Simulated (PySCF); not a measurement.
**Worked example: entropy of an ideal gas**

ClH4N2STa, SMILES [NH2][Ta]([NH2])(=[S])[Cl], multiplicity 1.

Geometry optimised at PBE-D3(BJ)/def2-SVP. The multiplicity is an assumed one; no other spin state was optimised. The structure was generated by enumeration; whether it is a known compound was not checked. The def2 effective core potentials stand for the cores of Ta; spin–orbit coupling is left out. One conformer was computed; it need not be the lowest.

PBE-D3(BJ)/def2-SVP run with PySCF gives the harmonic wavenumbers 111, 126, 161, 163, 189, 201, 352, 386, 470, 504, 508, 534, 584, 664, 672, 1450, 1454, 3452, 3455, 3552, 3552 cm⁻¹ and the rotational temperatures 0.1047, 0.0719, 0.0630 K. The molar mass is 280.50 g/mol, the symmetry number 1, the spin multiplicity 1.

Q: Work out the entropy at 298.15 K and 1 atm in the rigid-rotor, harmonic-oscillator model.

A: 
Translation (Sackur–Tetrode at 1 atm): S = R[1.5 ln M + 2.5 ln T − 1.16487] = 179.0 J/(mol K).
Rotation: q = (√π/σ) T^1.5/√(θA θB θC) = 419000, S = R[ln q + 3/2] = 120.1 J/(mol K).
Vibration: with u = 1.4388 ν/T, each mode gives R[u/(e^u − 1) − ln(1 − e^−u)]:
```
ν (cm⁻¹)  modes     u  S (J/(mol K))
--------  -----  ----  -------------
111           1  0.54          13.60
126           1  0.61          12.58
161           1  0.78          10.62
163           1  0.79          10.52
189           1  0.91           9.36
201           1  0.97           8.89
352           1  1.70           4.84
386           1  1.86           4.25
470           1  2.27           3.09
504           1  2.43           2.71
508           1  2.45           2.67
534           1  2.58           2.42
584           1  2.82           2.00
664           1  3.20           1.47
672           1  3.24           1.43
1450          1  7.00           0.06
1454          1  7.02           0.06
```
The stiffer modes add less than 0.005 each. Sum 90.6 J/(mol K).
Spin: R ln 1 = 0.0 J/(mol K).
Total 389.7 J/(mol K); the program's own thermochemistry gives 389.7. Translation makes up 46 % and vibration 23 %. Anharmonicity, hindered rotation and orbital degeneracy are left out.
